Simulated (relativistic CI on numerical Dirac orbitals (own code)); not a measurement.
Ni⁴⁺ (3d6) in a crystal field

Calculated by Dirac-Coulomb-Breit CI, KLI orbitals optimised for each configuration, model QED (radiative potential, 1s self-energy scaled to tabulated hydrogen-like ionisation energies), valence Slater integrals scaled by 0.75, one configuration in a parametric crystal field (own radial code).

Field parameters in Wybourne normalisation: Oh B⁴₀ = 21Dq, B⁴₄ = √(5/14) B⁴₀. The field is a parameter set, without covalency.

S is read from ⟨S²⟩ = S(S + 1).

Site symmetry Oh; labels are those of the double group. Computed levels in cm⁻¹ above the lowest, in rising order:

```
Δ (size of 10Dq)  Lowest    No. 2     No. 3     No. 4     No. 5     No. 6     No. 7     No. 8
            5000      T2    334 E    389 T1    804 A1    960 T1   1052 T2   5677 A2   5707 T2
            9000      T2    356 E    402 T1    863 A1    971 T1   1038 T2   9653 A2   9660 T2
           13000      T2    355 E    400 T1    860 A1    961 T1   1022 T2   9827 A1   11774 E
           17000      T2    338 E    390 T1    784 A1    929 T1    991 T2   2771 A1    8086 E
           21000      A1  4814 T2    5093 E   5170 T1   5533 A1   5652 T1   5712 T2    9201 E
           25000      A1  12181 E  12269 T2  12348 T1  12503 A1  12603 T2  13015 T1   13616 E
           29000      A1  16698 E  16720 T2  17175 T1  17481 A1  20213 T2  20595 T1   20689 E
           33000      A1  20692 E  20718 T2  21243 T1  21575 A1  27505 T1   27678 E  27790 T2
           37000      A1  24657 E  24687 T2  25228 T1  25557 A1  31964 T1   32192 E  32757 T2
           41000      A1  28621 E  28652 T2  29198 T1  29520 A1  36118 T1   36356 E  36912 T2
```

Ground-state S against |10Dq| in cm⁻¹: 5000: 2.00, 9000: 2.00, 13000: 2.00, 17000: 2.00, 21000: 0.07, 25000: 0.03, 29000: 0.02, 33000: 0.01, 37000: 0.01, 41000: 0.01.

The spin changes between |10Dq| = 17000 and 21000 cm⁻¹.
